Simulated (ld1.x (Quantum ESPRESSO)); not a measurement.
## Ranking TM potentials for Sb

All share these settings but for the change named:

Sb (Z = 51), norm-conserving Troullier–Martins (Kleinman–Bylander form), made with ld1.x (Quantum ESPRESSO) 7.5 (PBE, scalar-relativistic). Core [Kr] 4d10, reference 5s2 5p3. Waves: 5s (bound): rc 1.95 bohr; 5p (bound): rc 2.55 bohr. Local part: all-electron potential smoothed inside 2.35 bohr (lloc = -1). Core correction: Bessel-smoothed model core inside 1.80 bohr.

Test errors are all-electron minus pseudo excitation energies from the reference, over 5s2 5p2; 5s2 5p1; 5s2 5p0; 5s1 5p0; 5s1 5p3; 5s2 5p2.5; 5s1 5p4. None of these files shows a bound ghost.

The base gives 475.3 meV.

Of 5 variants that were run, those that failed, showed a ghost or another fault, or gave nearly equal values are left out.

Question: Rank these variants by their largest absolute test error, smallest first.
A. all radii but the core radius scaled by about 1.21 (s 2.36, p 3.10 bohr); local potential all-electron potential smoothed inside 2.86 bohr (lloc = -1)
B. all radii but the core radius scaled by about 1.14 (s 2.22, p 2.90 bohr); local potential all-electron potential smoothed inside 2.68 bohr (lloc = -1)
C. all radii but the core radius scaled by about 0.88 (s 1.72, p 2.24 bohr); local potential all-electron potential smoothed inside 2.08 bohr (lloc = -1)
D. all radii but the core radius scaled by about 1.39 (s 2.70, p 3.54 bohr); local potential all-electron potential smoothed inside 3.26 bohr (lloc = -1)

Answer: C (416.8 meV), B (585.4 meV), A (681.2 meV), D (967.2 meV).
